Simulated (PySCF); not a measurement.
Isomers of C4H11FO2Si2.

All values: PBE0/pcSseg-1 (PySCF) at GFN2-xTB geometries, gas phase, one conformer each.

**Question.** Rank by dipole moment, lowest first.
A. `[OH:1][SiH2:2]/[C:3](=[CH:4]\[O:5][SiH3:6])[CH2:7][CH2:8][F:9]` with H–O1–Si2–C3 -40°, O1–Si2–C3–C4 34°, C3–C4–O5–Si6 173°, Si2–C3–C7–C8 -67°, C3–C7–C8–F9 69°
B. `[O:1]=[CH:2][O:3][C:4]([SiH3:5])([SiH3:6])[CH2:7][CH2:8][F:9]` with O1–C2–O3–C4 -2°, C2–O3–C4–Si5 -115°, O3–C4–C7–C8 63°, C4–C7–C8–F9 73°
C. `[CH3:1][CH:2]([CH3:3])[C@@H:4]1[O:5][Si@@H:6]([F:7])[O:8][SiH2:9]1` with C1–C2–C4–O5 -173°
D. `[CH3:1][O:2][Si@@H:3]([CH3:4])[SiH2:5][C@@H:6]([F:7])[CH:8]=[O:9]` with C1–O2–Si3–C4 58°, O2–Si3–Si5–C6 169°, Si3–Si5–C6–F7 52°, Si5–C6–C8–O9 76°

**Answer.** B (2.57 D), C (2.93 D), D (4.00 D), A (4.61 D).

**Question.** Rank by HOMO–LUMO gap, lowest first.
A. `[CH3:1][O:2][Si@@H:3]([CH3:4])[SiH2:5][C@@H:6]([F:7])[CH:8]=[O:9]` with C1–O2–Si3–C4 58°, O2–Si3–Si5–C6 169°, Si3–Si5–C6–F7 52°, Si5–C6–C8–O9 76°
B. `[CH3:1][CH:2]([CH3:3])[C@@H:4]1[O:5][Si@@H:6]([F:7])[O:8][SiH2:9]1` with C1–C2–C4–O5 -173°
C. `[O:1]=[CH:2][O:3][C:4]([SiH3:5])([SiH3:6])[CH2:7][CH2:8][F:9]` with O1–C2–O3–C4 -2°, C2–O3–C4–Si5 -115°, O3–C4–C7–C8 63°, C4–C7–C8–F9 73°
D. `[OH:1][SiH2:2]/[C:3](=[CH:4]\[O:5][SiH3:6])[CH2:7][CH2:8][F:9]` with H–O1–Si2–C3 -40°, O1–Si2–C3–C4 34°, C3–C4–O5–Si6 173°, Si2–C3–C7–C8 -67°, C3–C7–C8–F9 69°

**Answer.** A (6.46 eV), D (6.72 eV), C (7.70 eV), B (8.20 eV).

**Question.** Rank by the lowest IAO charge on any atom, lowest value first.
A. `[O:1]=[CH:2][O:3][C:4]([SiH3:5])([SiH3:6])[CH2:7][CH2:8][F:9]` with O1–C2–O3–C4 -2°, C2–O3–C4–Si5 -115°, O3–C4–C7–C8 63°, C4–C7–C8–F9 73°
B. `[OH:1][SiH2:2]/[C:3](=[CH:4]\[O:5][SiH3:6])[CH2:7][CH2:8][F:9]` with H–O1–Si2–C3 -40°, O1–Si2–C3–C4 34°, C3–C4–O5–Si6 173°, Si2–C3–C7–C8 -67°, C3–C7–C8–F9 69°
C. `[CH3:1][CH:2]([CH3:3])[C@@H:4]1[O:5][Si@@H:6]([F:7])[O:8][SiH2:9]1` with C1–C2–C4–O5 -173°
D. `[CH3:1][O:2][Si@@H:3]([CH3:4])[SiH2:5][C@@H:6]([F:7])[CH:8]=[O:9]` with C1–O2–Si3–C4 58°, O2–Si3–Si5–C6 169°, Si3–Si5–C6–F7 52°, Si5–C6–C8–O9 76°

**Answer.** C (-0.889 e), B (-0.798 e), D (-0.733 e), A (-0.439 e).

All values together:

```tsv
SMILES	μ (D)	HOMO (eV)	LUMO (eV)	lowest IAO charge (e)	highest IAO charge (e)	lowest Hirshfeld charge (e)	highest Hirshfeld charge (e)
O=COC([SiH3])([SiH3])CCF	2.57	-8.07	-0.37	-0.439 (O)	+0.600 (Si)	-0.195 (O)	+0.283 (Si)
CO[Si@@H](C)[SiH2][C@@H](F)C=O	4.00	-7.42	-0.95	-0.733 (C)	+0.887 (Si)	-0.231 (O)	+0.346 (Si)
O[SiH2]/C(=C\O[SiH3])CCF	4.61	-6.97	-0.25	-0.798 (O)	+1.013 (Si)	-0.320 (O)	+0.402 (Si)
CC(C)[C@@H]1O[Si@@H](F)O[SiH2]1	2.93	-8.21	-0.01	-0.889 (O)	+1.551 (Si)	-0.318 (O)	+0.531 (Si)
```

Conformers: `[O:1]=[CH:2][O:3][C:4]([SiH3:5])([SiH3:6])[CH2:7][CH2:8][F:9]` with O1–C2–O3–C4 -2°, C2–O3–C4–Si5 -115°, O3–C4–C7–C8 63°, C4–C7–C8–F9 73°; `[CH3:1][O:2][Si@@H:3]([CH3:4])[SiH2:5][C@@H:6]([F:7])[CH:8]=[O:9]` with C1–O2–Si3–C4 58°, O2–Si3–Si5–C6 169°, Si3–Si5–C6–F7 52°, Si5–C6–C8–O9 76°; `[OH:1][SiH2:2]/[C:3](=[CH:4]\[O:5][SiH3:6])[CH2:7][CH2:8][F:9]` with H–O1–Si2–C3 -40°, O1–Si2–C3–C4 34°, C3–C4–O5–Si6 173°, Si2–C3–C7–C8 -67°, C3–C7–C8–F9 69°; `[CH3:1][CH:2]([CH3:3])[C@@H:4]1[O:5][Si@@H:6]([F:7])[O:8][SiH2:9]1` with C1–C2–C4–O5 -173°.
